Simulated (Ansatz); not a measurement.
Abridged output of a molecular run in Ansatz:

```
Functional definition: HF
1476 factors; integrals over basis functions are off by at most 1.1e-3 eV
mean field evaluation 1: about -66954.0428 eV, gradient 3.9e1 eV
mean field evaluation 2: about -66954.2620 eV, gradient 3.9e1 eV
mean field evaluation 4: about -66958.3530 eV, gradient 4.4e0 eV
mean field evaluation 8: about -66958.4369 eV, gradient 3.5e-1 eV
mean field -66958.43737695 eV, -2460.6771875438 hartree, gradient 3.9e-6 eV, S^2 0.000000; 0 other end points of the search recorded, 0 dependent functions left out
16 core orbitals not correlated: weight in the atoms' cores, before any rotation towards them, 1.000 or more for the frozen orbitals, at most 0.000 for the correlated occupied ones
reference -66958.43737695 eV, -2460.6771875438 hartree; 17, 17 occupied and 217, 217 virtual orbitals, 1476 factors
second order -21.03388802 eV of doubles, -0.00000000 eV of singles
cycle   1  -21.23631816 eV  change   -2.0e-1 eV  update   1.2e-1
cycle   2  -21.91170791 eV  change   -6.8e-1 eV  update   3.6e-2
cycle   3  -22.04200892 eV  change   -1.3e-1 eV  update   1.9e-2
cycle   4  -22.02867372 eV  change    1.3e-2 eV  update   4.9e-3
cycle   5  -22.02812465 eV  change    5.5e-4 eV  update   2.9e-3
cycle   6  -22.02859661 eV  change   -4.7e-4 eV  update   9.8e-4
cycle   7  -22.02812417 eV  change    4.7e-4 eV  update   4.7e-4
cycle   8  -22.02813751 eV  change   -1.3e-5 eV  update   1.8e-4
cycle   9  -22.02820985 eV  change   -7.2e-5 eV  update   6.5e-5
cycle  10  -22.02819938 eV  change    1.0e-5 eV  update   2.3e-5
perturbative correction -0.93855855 eV, -0.0344913904 hartree
Total energy: -66981.40413487 eV, -2461.5212003300 hartree
```

Its atoms:

Z-matrix (Å, degrees):
```
Si
Ge 1 2.352
H 1 1.486 2 111.2
H 1 1.487 2 106.4 3 -119.2
H 1 1.486 2 111.7 3 121.6
C 2 1.933 1 117.0 3 105.7
N 2 1.899 1 114.7 3 155.8
H 2 1.529 1 123.0 3 -64.7
H 6 1.088 2 117.7 1 -12.8
H 6 1.087 2 118.1 1 -155.3
H 7 1.014 2 112.9 1 0.8
```

Q: Which basis set was used?
A. cc-pV(D+d)Z
B. def2-QZVPP
C. cc-pV(Q+d)Z
D. def2-TZVPP

A: D. It gives 250 functions.

Q: Write the keys of the input that set method, charge and spin (a neutral closed shell needs none for the last two).

A: 
```yaml
correlation: {method: ccsd_t}
```
